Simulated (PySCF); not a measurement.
Job for PySCF: R-B3LYP/3-21G on C2H6 (SMILES CC).

```python
from pyscf import gto, scf, dft, mp
from pyscf.data.elements import chemcore

mol = gto.M(
    atom='''
    C     0.57051507    0.48144020    3.48761754
    C    -0.37712117   -0.66715077    3.82037198
    H     1.02002331    0.89992909    4.39016119
    H     0.04839038    1.29192689    2.97539973
    H     1.38415969    0.15051575    2.83923572
    H     0.14573466   -1.47621712    4.33399653
    H    -0.82603918   -1.08603623    2.91806380
    H    -1.19013420   -0.33517619    4.46892339
    ''',
    basis='3-21g',
    charge=0, spin=0, verbose=3, max_memory=1800)
mf = dft.RKS(mol, xc='b3lyp')
mf.conv_tol = 1e-8
mf.max_cycle = 100
mf.kernel()
if not mf.converged:
    mf = mf.newton().run(mf.mo_coeff, mf.mo_occ)
```

Program output:

```
converged SCF energy = -79.4004026930377
```

The run converged.

Cost: roughly 1.0 core-seconds.
